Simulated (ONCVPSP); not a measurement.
# Potentials for selenium compared

Generated with ld1.x 7.5 (TM, RRKJ, ultrasoft, PAW), atompaw 4.2 or ONCVPSP 4.0.1. The cutoff is in Ry: for ld1.x and atompaw files where the sum of valence levels is converged to 10 mRy in a Bessel basis, for ONCV files where the hardest occupied wave has 1 mHa per electron of residual kinetic energy. The error is the largest all-electron minus pseudo excitation energy over each file’s own four to seven test configurations (ionisations up to +4, promotions, holes and added fractions of an electron), all of which were solved. The labels leave out finer settings (local radius, basis sizes, second energies), which also bear on the numbers. Spin-polarised tests are not counted. The rows are a selection from randomly drawn settings: files with unsolved tests, undetermined cutoffs or missed reference levels are left out.

A true bound ghost makes a file unfit for plane-wave use even where its test errors are small: the radial tests pick states by their node count and pass the ghost by.

```tsv
potential	cutoff (Ry)	largest error (meV)	bound ghosts
ONCV, PBE, scalar-relativistic, rc 1.30/1.95/0.90 (spd), local smoothed, core correction no, reference 3d10 4s2 4p3.75, qcut 4.5/4.1/15.3, projectors 2/2/3	217	-414	s, p
ONCV, PBE, scalar-relativistic, rc 1.10/0.90/0.75 (spd), local smoothed, core correction yes, reference 3s2 3p6 3d10 4s1 4p5, qcut 8.2/12.5/21, projectors 2/2/2	371	-484	none
ONCV, PBE, scalar-relativistic, rc 1.50/1.40/0.55 (spd), local smoothed, core correction yes, reference 3d10 4s2 4p2, qcut 3.7/6.5/16.9, projectors 1/1/3	1536	+22	s, p, d
```

(1) Fill in the row for Se: ONCV, PBEsol, scalar-relativistic, rc 1.44/1.32/1.18/1.32 (spdf), local smoothed, core correction yes, reference 3s2 3p6 3d10 4s2 4p2, qcut 10.6/13.6/17.5/11.5, projectors 2/2/1/3.

(2) Fill in the row for Se: ONCV, PBE, scalar-relativistic, rc 0.80/1.10/0.80 (spd), local d, core correction no, reference 3s2 3p6 3d10 4s2 4p4, qcut 16.9/14/18.6, projectors 2/2/0.

(3) Fill in the row for Se: ONCV, PBEsol, scalar-relativistic, rc 1.40/1.45/0.80/1.50 (spdf), local smoothed, core correction yes, reference 3d10 4s2 4p4, qcut 4.9/4.5/18/8.1, projectors 2/2/2/3.

Answers

(1) cutoff 199 Ry, largest error +226 meV, bound ghosts: none.

(2) cutoff 311 Ry, largest error -7.0 meV, bound ghosts: s.

(3) cutoff 284 Ry, largest error -9.0 meV, bound ghosts: s, f.
